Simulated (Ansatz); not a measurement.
Reaction (isomerisation): `CO[SiH]([O])F`• → `CO[Si](O)F`•

Program: Ansatz. Geometries: PBE0-D4/def2-TZVP. ΔE: electronic, gas phase. CCSD(T)/CBS is the MP2 limit (def2-TZVPP, def2-QZVPP) plus CCSD(T) − MP2 in def2-TZVPP, frozen cores. Functionals use def2-TZVPP. B3LYP here is the variant with VWN-RPA as its local correlation; programs differ in this. Open shells (•) are unrestricted, without spin–orbit coupling. Each species was taken in one conformer, which may not be the lowest.

`CO[SiH]([O])F`•:

Cartesian coordinates in Å:
```
C -0.045 1.201 -0.749
O 0.592 -0.017 -0.413
Si 0.101 -1.142 0.631
O 1.416 -1.915 1.259
F -0.788 -0.435 1.744
H -0.731 1.049 -1.587
H -0.599 1.612 0.098
H 0.725 1.913 -1.049
H -0.673 -2.267 0.065
```

`CO[Si](O)F`•:

Z-matrix (Å, degrees):
```
C
O 1 1.414
H 1 1.094 2 111.0
H 1 1.090 2 107.8 3 119.2
H 1 1.094 2 111.5 3 -121.6
Si 2 1.632 1 125.8 3 64.7
F 6 1.596 2 110.6 1 -60.1
O 6 1.632 2 108.4 1 -175.4
H 8 0.959 6 117.0 2 -47.0
```

| level | ΔE (kJ/mol) |
| --- | --- |
| PBE-D4 | -123.7 |
| r2SCAN-D4 | -112.0 |
| BHLYP-D4 | -82.8 |
| B3LYP | -103.3 |
| r2SCAN0 | -103.8 |
| BHLYP | -82.4 |
| HF/def2-QZVPP | -41.8 |
| MP2/def2-QZVPP | -142.1 |

Task: What does CCSD(T)/CBS give? (Estimate.)

Result: Computed: -114.1 kJ/mol. The listed levels differ from it by -9.6, 2.1, 31.3, 10.8, 10.3, 31.7, 72.3, -28.0 kJ/mol.

Task: What do rigid-rotor, harmonic-oscillator terms from PBE0-D4/def2-TZVP frequencies (298.15 K, 1 bar) make of the CCSD(T)/CBS value? (Estimate.)

Result: Computed: ΔZPE = +6.5 kJ/mol, ΔH = -106.4 kJ/mol, ΔS = 8 J/(mol·K), ΔG = -108.7 kJ/mol. Open shells count their whole term as degenerate.

Largest T1 diagnostic among the species: 0.014.

At CCSD(T), def2-SVP lies +23.2 kJ/mol from the extrapolated value and def2-TZVPP +8.3 kJ/mol. From BLYP to BHLYP (50 % exact exchange), in def2-TZVPP and without D4, ΔE moves by +25.8 kJ/mol.

CCSD(T)/CBS has its own doubt, a few kJ/mol and more with outer-core shells, so smaller differences from it don't rank the levels.
